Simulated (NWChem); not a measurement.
A series in which one site is exchanged, each optimised at PBE0/def2-SVP with NWChem, gas phase unless a solvent is named. All stand in one matching conformer (torsions within 35°), which need not be the lowest. This build's default masses of Se (78.918 u) and Br (79.917 u) are each other's, which moves their modes by up to 0.6 %.

A: Br[SiH](N)N (SiN2H5Br; site = Br)
B: [SiH](N)(Cl)N (SiN₂H₅Cl; site = Cl)
C: N[SiH](N)F (SiN$_{2}$H$_{5}$F; site = F)
D: N[SiH2]N (SiN$_{2}$H$_{6}$; site = H)

### Question
Rank them by static polarisability, PBE0/def2-SVPD (bohr³), lowest first.

### Answer
C (42.9), D (45.9), B (57.2), A (65.5)
